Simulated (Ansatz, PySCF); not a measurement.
H4O2SeSi, SMILES O[Se]O[SiH3]. Atoms are numbered in the order given.

```xyz
8

Se    -0.1688     0.7442     0.5849
O     -1.8860     0.1615     0.4876
H     -2.1397     0.2231    -0.4569
O      0.7706    -0.8004     0.2458
Si     0.9775    -1.1775    -1.4044
H     -0.3549    -1.2211    -2.1081
H      1.6132    -2.5362    -1.4334
H      1.8591    -0.1723    -2.0933
```

Coordinates come from a PBE-D3(BJ)/def2-SVP optimisation. This is a generated structure with no PubChem entry under its InChIKey; it may be hypothetical. Other conformers were not sampled.

Vertical ionisation energy (IE) and electron affinity (EA) in eV. Rows of orbital energies are one-electron estimates. Where ΔSCF, EOM or ADC give a negative EA the extra electron is unbound and the value depends on the basis.

```json
[
 {"level": "−ε(HOMO), −ε(LUMO), ωB97X/def2-TZVP (PySCF)", "IE": "9.14", "EA": "-0.81"},
 {"level": "−ε(HOMO), −ε(LUMO), PBE/def2-TZVP (PySCF)", "IE": "5.47", "EA": "2.31"},
 {"level": "ΔSCF, CAM-B3LYP/def2-SVPD (Ansatz), final states of multiplicity 2 and 2", "IE": "9.28", "EA": "-0.26"},
 {"level": "ΔSCF, PBE/def2-SVPD (Ansatz), final states of multiplicity 2 and 2", "IE": "8.90", "EA": "-0.07"}
]
```

Problem. What vertical singlet–triplet gap does ΔSCF give with CAM-B3LYP/def2-SVPD (Ansatz, a quantum-chemistry and plane-wave program) and with PBE/def2-SVPD (Ansatz)? (An estimate is asked for; the answer gives what the named calculation found.)

Solution. 3.09 and 2.87 eV (triplet above singlet where positive).
